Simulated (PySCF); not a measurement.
Bonds: Si1-O2 1.672 Å, Si1-O4 1.671 Å, Si1-C6 1.862 Å, Si1-C10 1.862 Å. O2 carries H3; O4 carries H5; C6 carries H7, H8, H9; C10 carries H11, H12, H13.

Geometry: PBE0-D3(BJ)/def2-SVP; GIAO absolute shieldings from PySCF 2.14, gas phase, non-relativistic, averaged over equivalent atoms.

At wB97X-D/pcSseg-1 (132 basis functions, 29 s wall time on 1 thread of an AMD EPYC, shared host):
| atoms | σ (ppm) |
| --- | --- |
| Si1 | 344.7 |
| O2/O4 | 268.1 |
| H3/H5 | 30.02 |
| H7/H8/H9/H11/H12/H13 | 31.33 |
| C6/C10 | 185.9 |

Q: Predict the values at PBE0/pcSseg-1 on the same geometry.

A: 
```tsv
atoms	σ at PBE0/pcSseg-1	change
Si1	344.0	-0.7
O2/O4	265.4	-2.7
H3/H5	29.94	-0.08
H7/H8/H9/H11/H12/H13	31.23	-0.10
C6/C10	186.0	+0.1
```

The largest change is at O2/O4 (oxygen bonded to Si, H). Cost: 132 basis functions, 37 s wall time on 1 thread of an AMD EPYC, shared host.
